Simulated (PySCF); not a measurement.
## SnF at revPBE

Level: revPBE. basis Sn def2-TZVPPD with ECP28, F def2-TZVPPD; scalar-relativistic core potentials; PySCF 2.14.

- state: ²Π (doublet), unpaired electrons π ↑
- bond length: 1.988 Å
- harmonic wavenumber: 530 cm⁻¹
- force constant: 2.71 mdyn/Å
- rotational constant Be: 0.2600 cm⁻¹
- anharmonicity ωexe: 2.55 cm⁻¹
- vibration–rotation constant αe: 0.00182 cm⁻¹
- well depth De to Sn + F: 485 kJ/mol
- dissociation energy D0: 482 kJ/mol
- bond order (Mayer): 0.66
- dipole moment (positive dipole means Sn(−)F(+)): -2.70 D

These are scalar-relativistic numbers at best; spin–orbit coupling would shift them, the dissociation energy most. The state is the lowest determinant that a PBE0 search found; another state may lie lower at other levels.
